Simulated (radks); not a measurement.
Charge is removed step by step from the 4p3/2 level of Ce, starting from [Ar] 3d10 4s2 4p(1/2: 2, 3/2: 4) 4d10 4f1 5s2 5p6 5d1 6s2. All-electron calculation, Dirac Kohn-Sham, BLYP, spin-unpolarised, spherical densities, point nucleus; open shells fill j = l - 1/2 first. Program: a radial shooting solver on a logarithmic mesh with Libxc functionals.

| removed (e) | E - E(0) (eV) | eigenvalue (eV) | E minus straight line (eV) |
|---|---|---|---|
| 0 | 0.000 | -204.65 | 0.000 |
| 0.1 | 20.557 | -206.50 | -0.875 |
| 0.2 | 41.301 | -208.38 | -1.563 |
| 0.3 | 62.235 | -210.30 | -2.062 |
| 0.4 | 83.361 | -212.24 | -2.368 |
| 0.5 | 104.68 | -214.21 | -2.478 |
| 0.6 | 126.20 | -216.21 | -2.389 |
| 0.7 | 147.93 | -218.23 | -2.099 |
| 0.8 | 169.85 | -220.28 | -1.606 |
| 0.9 | 191.98 | -222.35 | -0.907 |
| 1 | 214.32 | -224.44 | 0.000 |

Removing the whole electron costs 214.32 eV by Delta-SCF, against 204.65 eV from minus the eigenvalue at the starting occupation. Slater's transition state (half an electron removed) gives 214.21 eV. Integrating minus the eigenvalue over the occupation (Janak's theorem) gives 214.32 eV. The mean slope of the eigenvalue, de/dn, is 19.8 eV per electron.
